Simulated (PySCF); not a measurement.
**How the method changes the constants of CsS⁺**

State: ³Σ⁻ (triplet), unpaired electrons π ↑↑. Set-up: basis Cs def2-SVP with ECP46, S def2-SVP; scalar-relativistic core potentials; PySCF 2.14. De refers to Cs⁺ + S in their high-spin ground configurations, without counterpoise correction. The functionals are run spin-unrestricted. A positive dipole points towards S; it is taken about the centre of mass and depends on that origin.

```
      Level  Re (Å)  ωe (cm⁻¹)  De (eV)  μ (D)
        UHF   3.883       74.5    0.252  -2.64
    UHF-MP2   3.783       83.5    0.302    n/a
UHF-SCS-MP2   3.797       82.3    0.295    n/a
   UHF-CCSD   3.778       84.4    0.306    n/a
UHF-CCSD(T)   3.772       85.3    0.311    n/a
        PBE   3.738       83.9    0.351  -2.13
     revPBE   3.841       73.7    0.306  -2.29
     r²SCAN   3.770       82.6    0.303  -2.36
      M06-L   3.752       85.3    0.280  -2.43
       PBE0   3.732       83.8    0.319  -2.26
    LC-ωPBE   3.732       82.9    0.286  -2.40
     B2PLYP   3.770       83.0    0.312  -2.36
```

The bond length runs from 3.732 Å (LC-ωPBE) to 3.883 Å (UHF). De spans 0.25 eV (UHF, mean field) to 0.35 eV (PBE, GGA). Correlation at CCSD(T) changes the Hartree–Fock bond energy by +0.06 eV; the triples alone change it by +0.00 eV.

Correlated steps freeze 5 core orbitals. The bond is weak. Basis-set superposition, not corrected here, can be much of De in a small basis, most of all at correlated wavefunction levels. These are scalar-relativistic numbers at best; spin–orbit coupling would shift them, the dissociation energy most. For an ion De counts to the pair picked by the measured ionisation energies or electron affinities, which need not be the lowest pair at this level. B2PLYP dipoles, levels and charges come from its SCF part alone. The state is the lowest determinant that a PBE0 search found; another state may lie lower at other levels.

The whole job (state search and all levels along the bond) took about 1.3 min on 1 thread of Arm Neoverse V1 (shared host), peak memory 0.49 GiB.
